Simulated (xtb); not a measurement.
InHClBr, SMILES [Cl][InH][Br]. All values are semi-empirical tight-binding results from xtb (GFN2-xTB unless named), good for trends rather than for accurate numbers. Coordinates come from a GFN2-xTB optimisation.

Optimised geometry:

```xyz
4

In    -0.5584    -0.5078     0.0000
H     -2.2507    -0.7291     0.0000
Cl     1.0186    -2.1624     0.0000
Br     0.3513     1.7820     0.0000
```

For metal compounds this method's bond lengths and energies can be far off.

* **point group as xtb finds it**: Cs
* **orbital gap**: 3.45 eV
* **zero-point energy**: 4.1 kcal/mol
* **G − E(el) at 298.15 K (modified RRHO)**: -15.8 kcal/mol

Question: Give the atomic charges and the Wiberg bond orders between heavy atoms. (The exact figures need the calculation; the answer reports its results.)

Answer: charges (e) In1 0.22, H2 0.03, Cl3 -0.13, Br4 -0.12. Bond orders In1–Cl3 1.15, In1–Br4 1.11.
